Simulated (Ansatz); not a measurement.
CH2GaN⁻, that is GaH2(CN) with one electron more. Charge -1, multiplicity 2. Geometry PBE-D4/def2-TZVP, that of the neutral singlet; atoms count from 1.

Cartesian coordinates in Å:
```
Ga -0.184 -0.169 0.699
H -0.143 1.013 1.719
H -0.565 -1.659 0.967
C 0.301 0.274 -1.144
N 0.591 0.541 -2.242
```

The highest occupied level of the charge -1 doublet lies above zero (up to 0.85 eV). By energy differences its removal costs 0.98 eV (vertical, to the charge 0 singlet, at PBE0-D4/def2-TZVPD); a positive level beside a positive removal energy at the same level points to self-interaction error.

Q: Estimate the Mulliken populations from the PBE0/def2-TZVPD orbitals of Ansatz.

A: 
```csv
atom,charge (e),spin (α − β)
Ga1,-0.55,1.01
H2,-0.11,-0.03
H3,-0.11,-0.03
C4,0.18,-0.09
N5,-0.41,0.14
```
Mulliken values and Mayer orders depend strongly on the basis. With diffuse functions, as here, like atoms can get unlike values, and bond orders can come out too low or too high.

Q: Where does the spin sit?

A: Summed by element: Ga 1.01, H -0.06, C -0.09, N 0.14, of 1 unpaired in all. Largest on single atoms: Ga1 1.01, N5 0.14, C4 -0.09.

Q: And the Mayer bond orders between bonded heavy atoms (over 0.3)?

A: Ga1–C4 0.94 (1.96 Å); C4–N5 2.25 (1.17 Å).
